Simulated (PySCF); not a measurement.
Al(Me)2 (C₂H₆Al), SMILES [CH3][Al][CH3], multiplicity 2.

Geometry optimised at B3LYP-D3(BJ)/def2-TZVP. The multiplicity is an assumed one; other spin states were not compared. The isomer is the one that the SMILES or the coordinates give; other isomers of the formula were not compared.

Level of theory: IEF-PCM-ωB97X/def2-SVP (PySCF).

The values are the electrostatic part of the solvation free energy, E(continuum) − E(gas) at the gas-phase geometry, in a cavity of scaled van der Waals radii (PySCF's table); cavitation and dispersion terms are not included. A continuum can't describe solvent molecules that bind to the metal. The dipole moment in vacuum is 0.42 D.

```csv
solvent,ε,ΔG(elec) (kcal/mol),dipole (D)
water,78.36,-2.1,0.44
tetrahydrofuran,7.43,-1.6,0.43
chloroform,4.71,-1.4,0.42
```
